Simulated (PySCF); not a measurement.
Compound: C₅H₅B.
Geometry (PBE0-D3(BJ)/def2-SVP, Å), atoms numbered from 1 in this order:
```xyz
11
C5H5B angstrom
C      3.406   -0.603    0.212
C      2.436    0.122    0.064
B      1.246    1.047   -0.122
C     -0.167    0.522   -0.162
C     -1.320    0.114   -0.195
C     -2.682   -0.375   -0.242
H      4.262   -1.241    0.342
H      1.446    2.234   -0.240
H     -2.879   -0.848   -1.217
H     -3.413    0.437   -0.105
H     -2.855   -1.138    0.534
```

Method: TDDFT PBE0/def2-SVPD, vertical, gas phase, core orbitals frozen in the response (PySCF 2.14.0, density-fitted response routines).

Task: Predict the UV-vis stick spectrum at this level.

Result: 

```json
{"state": "S1", "E (eV)": "3.66", "ν̃ (cm⁻¹)": "29510", "f": "0.0002", "|μ| (D)": "0.11", "main configurations (H = HOMO, L = LUMO)": "H→L (98%)"}
{"state": "S2", "E (eV)": "3.96", "ν̃ (cm⁻¹)": "31950", "f": "0.0003", "|μ| (D)": "0.13", "main configurations (H = HOMO, L = LUMO)": "H-2→L (98%)"}
{"state": "S3", "E (eV)": "4.78", "ν̃ (cm⁻¹)": "38570", "f": "0.280", "|μ| (D)": "3.93", "main configurations (H = HOMO, L = LUMO)": "H-1→L (91%)"}
{"state": "S4", "E (eV)": "5.58", "ν̃ (cm⁻¹)": "45010", "f": "0.028", "|μ| (D)": "1.15", "main configurations (H = HOMO, L = LUMO)": "H-3→L (87%)"}
{"state": "S5", "E (eV)": "6.72", "ν̃ (cm⁻¹)": "54220", "f": "0.0053", "|μ| (D)": "0.45", "main configurations (H = HOMO, L = LUMO)": "H-4→L (88%)"}
{"state": "S6", "E (eV)": "6.77", "ν̃ (cm⁻¹)": "54610", "f": "0.0003", "|μ| (D)": "0.10", "main configurations (H = HOMO, L = LUMO)": "H-1→L+1 (61%), H-1→L+2 (24%)"}
{"state": "S7", "E (eV)": "6.98", "ν̃ (cm⁻¹)": "56330", "f": "0.037", "|μ| (D)": "1.19", "main configurations (H = HOMO, L = LUMO)": "H→L+1 (76%), H→L+2 (20%)"}
{"state": "S8", "E (eV)": "7.22", "ν̃ (cm⁻¹)": "58200", "f": "0.0008", "|μ| (D)": "0.18", "main configurations (H = HOMO, L = LUMO)": "H-1→L+5 (28%), H→L+4 (24%), H-3→L+1 (18%)"}
{"state": "S9", "E (eV)": "7.26", "ν̃ (cm⁻¹)": "58590", "f": "0.120", "|μ| (D)": "2.09", "main configurations (H = HOMO, L = LUMO)": "H→L+2 (54%), H-1→L+4 (26%)"}
{"state": "S10", "E (eV)": "7.35", "ν̃ (cm⁻¹)": "59260", "f": "0.0006", "|μ| (D)": "0.15", "main configurations (H = HOMO, L = LUMO)": "H→L+4 (65%), H-1→L+5 (13%), H-3→L+1 (8%)"}
```

Triplets, Tamm–Dancoff:

| state | E (eV) | λ (nm) | main configurations (H = HOMO, L = LUMO) |
| --- | --- | --- | --- |
| T1 | 3.38 | 366.6 | H→L (95%) |
| T2 | 3.43 | 361.5 | H-1→L (94%) |
| T3 | 3.66 | 339.2 | H-2→L (94%) |
| T4 | 4.07 | 304.5 | H-3→L (90%) |

The lowest singlet comes at 339 nm (353 kJ/mol) in the ultraviolet; it is dark (f under 0.0005); its leading configuration is HOMO→LUMO (98%). The strongest level in the table is S3 at 4.78 eV (259 nm, f = 0.280). Löwdin shares by element: HOMO carbon 81% or more, boron 7%; LUMO carbon 44% or more, boron 32% (atoms not listed hold the other 24%). The listed states span 3.69 eV, and the widest gap between neighbours is 1.14 eV (S4 to S5). The oscillator strengths of these states sum to 0.473; summed over the whole spectrum of an exact calculation they would give the number of electrons, 40 (Thomas–Reiche–Kuhn). Weighted by f, the mean energy of these states is 5.66 eV. All these states lie below the vertical ionisation energy of 9.68 eV (ΔSCF). Only the lowest 10 singlets were computed, as vertical energies without vibronic structure.
